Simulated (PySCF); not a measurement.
## Spinor energies of Ta (tantalum, neutral)

Start: [Xe] 4f14 5d2 6s2 6p1; 5d5/2 filled at m_j = +3/2, +5/2; 6p3/2 filled at m_j = +3/2. Calculated with PySCF 2.14 in x2c-TZVPall-2c with one added diffuse shell each of s, p, d type (12s12p11d2f, 117 functions): generalised Hartree-Fock with the X2C-1e Hamiltonian and a Gaussian nucleus; spin-orbit coupling (SO) screened by Boettger's factors. This is a chosen level, not necessarily the ground level.

| spinor shell | electrons | ε, screened SO (eV) | weight of nominal j (screened SO) | rms radius, screened SO (bohr) |
| --- | --- | --- | --- | --- |
| 1s1/2 | 2 | -67758.4 | 1.000 | 0.0211 |
| 2s1/2 | 2 | -11780.9 | 1.000 | 0.0853 |
| 2p1/2 | 2 | -11238.3 | 1.000 | 0.0726 |
| 2p3/2 | 4 | -9962.6 | 1.000 | 0.0799 |
| 3s1/2 | 2 | -2761.3 | 1.000 | 0.218 |
| 3p1/2 | 2 | -2520.5 | 1.000 | 0.210 |
| 3p3/2 | 4 | -2241.1 | 1.000 | 0.225 |
| 3d3/2 | 4 | -1839.1 | 1.000 | 0.199 |
| 3d5/2 | 6 | -1778.7 | 1.000 | 0.203 |
| 4s1/2 | 2 | -596.52 | 1.000 | 0.488 |
| 4p1/2 | 2 | -495.87 | 1.000 | 0.497 |
| 4p3/2 | 4 | -430.94 | 1.000 | 0.530 |
| 4d3/2 | 4 | -265.05 | 1.000 | 0.557 |
| 4d5/2 | 6 | -252.88 | 1.000 | 0.569 |
| 5s1/2 | 2 | -89.669 | 1.000 | 1.18 |
| 5p1/2 | 2 | -56.926 | 0.994 | 1.31 |
| 5p3/2 | 4 | -48.275 | 0.996 | 1.42 |
| 4f5/2 | 6 | -44.008 | 0.995 | 0.700 |
| 4f7/2 | 8 | -42.120 | 0.996 | 0.706 |
| 5d5/2 | 2 | -10.862 | 0.826 | 2.33 |
| 6s1/2 | 2 | -9.338 | 0.713 | 3.23 |
| 6p3/2 | 1 | -5.007 | 1.000 | 4.71 |

| quantity | screened SO |
| --- | --- |
| E (hartree) | -15610.22705 |
| M_J | 11/2 |
| ⟨J²⟩ | 40.205 |
| ⟨L²⟩ | 23.235 |
| ⟨S²⟩ | 4.642 |

The determinant has a definite M_J but mixes levels of different J.

Each row is a mean over spinors that exchange with the open shell spreads, by up to 4.684 eV (5p3/2).

Rows whose weight is well below 1 are mixtures of j = l ± 1/2: exchange outweighs spin-orbit coupling there, and the label is only the starting occupation.

Breit and QED terms are absent; they matter most for the inner s and p1/2 levels.

Densities and radii are taken from the X2C orbitals without a picture-change correction, which distorts them close to the nucleus.
